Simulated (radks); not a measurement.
Results of a calculation; reference values are marked as such.
Spherical quantum dot in the effective-mass picture: electrons in a hard-walled sphere of radius 11.5, with a point charge +1 (a donor) at the centre, all in effective atomic units (hartree* = m*/eps^2 hartree, bohr* = eps/m* bohr), one dielectric constant everywhere. Level of theory: non-relativistic Kohn-Sham, LDA (Slater exchange, Perdew-Wang correlation), spin-polarised, spherical densities (a radial shooting solver with Libxc functionals). Levels are named by radial order and angular momentum (1s, 1p, 1d, 2s, ...), and open shells are averaged over m.

N = 11, configuration 1s2 1p6 1d(up 2, down 0) 2s(up 1, down 0). This is the lowest configuration that the search found (a dilute case). Occupied and some empty levels:

level,occupation,eigenvalue (hartree*),<r> (bohr*)
1s up,1,0.98312,1.869
2s up,1,1.0415,8.078
1s down,1,1.0448,7.755
1p up,3,1.0546,8.336
1p down,3,1.0641,8.326
1d up,2,1.0859,8.510
1d down,0,1.0956,8.502
2s down,0,1.1059,2.833
1f up,0,1.1300,8.666
1f down,0,1.1398,8.663
1g up,0,1.1860,8.809
1g down,0,1.1959,8.808
2p up,0,1.2559,5.714
2p down,0,1.2668,5.888

Energy (hartree*): total 4.95248, kinetic 1.5953, external -2.2211, Hartree 7.1078, exchange-correlation -1.5295.

Electron density:

r (bohr*),n(r) (e/bohr*^3)
0.323,0.1563
0.895,0.05008
1.47,0.01675
2.04,0.005902
2.61,0.002268
3.19,0.001044
3.76,0.0006800
4.33,0.0006616
4.90,0.0008234
5.48,0.001115
6.05,0.001518
6.62,0.002003
7.19,0.002508
7.77,0.002922
8.34,0.003095
8.91,0.002892
9.48,0.002278
10.1,0.001392
10.6,0.0005552
11.2,0.00006642
